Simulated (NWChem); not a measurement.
Molecule: BiHOCl$_{2}$; SMILES [Bi]([OH])([Cl])[Cl]

```xyz
5

Bi    -0.3554     0.2585     0.0000
Cl     1.2101    -0.1986     1.8545
Cl     1.2101    -0.1986    -1.8545
O     -1.3597    -1.5487     0.0000
H     -0.7680    -2.3141     0.0000
```
Atoms are numbered in this order, from 1.

Computed with NWChem. Medium grid unless said otherwise, to which SCAN and Minnesota functionals are sensitive. The geometry was optimised at PBE0/def2-SVP. def2 effective core potentials on Bi; no spin-orbit coupling.

Task: Order these by “dipole (D)”, lowest first: M06-L/def2-SVP; RPBE/def2-SVP; r2SCAN0/def2-SVP; TPSS/def2-SVP; r2SCAN/def2-SVP.

Result: RPBE/def2-SVP (2.57), TPSS/def2-SVP (2.65), r2SCAN/def2-SVP (2.73), r2SCAN0/def2-SVP (2.88), M06-L/def2-SVP (3.16)
